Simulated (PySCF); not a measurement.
Species: (F)3Zr-O-SiH3 (singlet state).
Bonds: Zr1–F2, Zr1–F3, Zr1–F4, Zr1–O5, O5–Si6. Hydrogens: H7, H8, H9 on Si6.

Method used: PBE0-D3(BJ)/def2-SVP geometry optimisation, gas phase, def2 core potentials past Kr in PySCF.

Problem. How far are the bound atoms from Zr1?

Solution. 4 atoms: F4 1.902 Å, F3 1.903 Å, F2 1.903 Å, O5 1.923 Å. The nearest atom not counted as bound is Si6, at 3.59 Å.

Problem. List the angles at Zr1.

Solution. 
| angle | degrees | distance of the outer atoms (Å) |
| --- | --- | --- |
| F2–Zr1–O5 | 110.5 | 3.14 |
| F2–Zr1–F3 | 110.0 | 3.12 |
| F3–Zr1–F4 | 109.9 | 3.11 |
| F4–Zr1–O5 | 109.2 | 3.12 |
| F3–Zr1–O5 | 108.7 | 3.11 |
| F2–Zr1–F4 | 108.5 | 3.09 |

Problem. What is the shape at Zr1?

Solution. Tetrahedral: angles from 108.5° to 110.5°; τ4 = (360° − α − β)/141° = 0.99 with α and β the two widest (0 for a square, 1 for a tetrahedron).

Problem. What are the other bond lengths?

Solution. O5–Si6 1.672 Å; Si6–H7, Si6–H8, Si6–H9 1.492 Å.

Problem. Give some angles away from the centre.

Solution. Zr1–O5–Si6 177.5°.

Point group: near C3, missed by 0.12 Å at most; the miss may be what the optimiser left on a soft mode. Charge 0, singlet. Stationary, but not proved a minimum.

Time: 2.5 min wall; peak memory 0.49 GiB. Hardware: one thread of an Arm Neoverse V2, no GPU, shared host with 32 logical CPUs at a one-minute load of 21. This is the geometry optimisation.
